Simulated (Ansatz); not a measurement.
Geometry optimisation, RKS revPBE-D4/def2-mTZVP (Ansatz).

Input file:

```yaml
crystal:
  periodic: [false, false, false]
  atoms:
    - { symbol: Ga, position_ang: [0.0, 0.0, 0.0] }
    - { symbol: H, position_ang: [1.2166, 0.0, 1.2856] }
    - { symbol: H, position_ang: [1.7216, 0.0, 0.4109] }
    - { symbol: H, position_ang: [-1.3596, 0.0, -0.785] }
basis:
  gaussian: { orbitals: def2-mTZVP }
hamiltonian:
  xc: revpbe
  dispersion: d4
relax:
  f_tol: 0.15
  max_steps: 25
  restrain:
    - { distance: [1, 2], at: 0.66, k: 30.0 }
    - { distance: [0, 1], at: 2.77, k: 30.0 }
    - { distance: [0, 2], at: 2.77, k: 30.0 }
```

Run as:

```bash
$ ansatz run input.yaml --threads 1 --pin off --max-ram 2048MiB --backend cpu --events-out ev --progress --plain --runs-dir out
```

Question: Where does it end, and by what steps?

Answer: The run converged. The restraints hold the end off the free minimum; the threshold counts their pulls, which the force column leaves out. Restrained pairs: H2–H3 (1.01 → 0.71 Å), Ga1–H2 (1.77 → 2.77 Å), Ga1–H3 (1.77 → 2.77 Å). After 13 steps the energy has fallen by 3.551 eV (the restraints' own energy left out); Ga1 moved furthest, 1.26 Å.

```csv
step,energy less start (eV),largest force component (eV/Å),accepted
0,0.0000,3.014,yes
1,1.1545,5.356,yes
2,-1.5921,4.255,yes
3,-2.1599,5.830,yes
4,-3.0215,1.866,yes
5,-3.2850,1.341,yes
6,-3.3700,1.215,yes
7,-3.1969,1.334,no
8,-3.3590,1.635,yes
9,-3.4112,1.173,yes
10,-3.4563,1.110,yes
11,-3.5035,1.176,yes
12,-3.5374,1.252,yes
13,-3.5511,1.332,yes
```

```xyz
4
Properties=species:S:1:pos:R:3
Ga -0.055 0.000 -1.258
H 1.105 0.000 1.257
H 1.708 0.000 0.880
H -1.180 0.000 0.032
```

Run time: 11 s on 1 thread of Arm Neoverse V1, with other jobs on the host, peak memory 0.09 GiB.
